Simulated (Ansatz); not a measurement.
Stepwise reaction of `[F][GeH2][F]` with water, as a gas-phase model of exchange steps in deposition or etching. ΔE in kJ/mol.

Calculated with Ansatz (gas phase, PBE0-D4/def2-TZVP geometries, no zero-point term in ΔE). CCSD(T)/CBS is the MP2 limit (def2-TZVPP, def2-QZVPP) plus CCSD(T) − MP2 in def2-TZVPP, frozen cores. This one scheme is used for every species. DFT in def2-TZVPP. B3LYP here is the variant with VWN-RPA as its local correlation; programs differ in this. For Ge outer-core shells are correlated without core-valence functions, which leaves a few kJ/mol of doubt a bond. Scalar relativity is left out up to krypton. One conformer a species, not always the lowest.

| step | reaction | PBE-D4 | B3LYP-D4 | ωB97M-V | CCSD(T)/CBS |
| --- | --- | --- | --- | --- | --- |
| 2 | `[OH][GeH2][F]` + H₂O → `[OH][GeH2][OH]` + H–F | 37.4 | 39.8 | 39.4 | 34.5 |

Question: Give the row of step 1, `[F][GeH2][F]` + H₂O → `[OH][GeH2][F]` + H–F. (Estimate.)

Answer: Computed: 
```csv
step,reaction,PBE-D4,B3LYP-D4,ωB97M-V,CCSD(T)/CBS
1,`[F][GeH2][F]` + H₂O → `[OH][GeH2][F]` + H–F,27.9,30.0,29.5,25.1
```

Question: By hand: ΔE of the 2 steps together at CCSD(T)/CBS.

Answer: (25.1) + (34.5) = 59.6 kJ/mol, or 29.8 kJ/mol a step.

In ΔE each step is higher than the one before. All are uphill at CCSD(T)/CBS. PBE-D4 differs from CCSD(T)/CBS by 2.8 to 2.9 kJ/mol a step. Isolated molecules leave out the surface, adducts and barriers. Largest T1 diagnostic: 0.012.
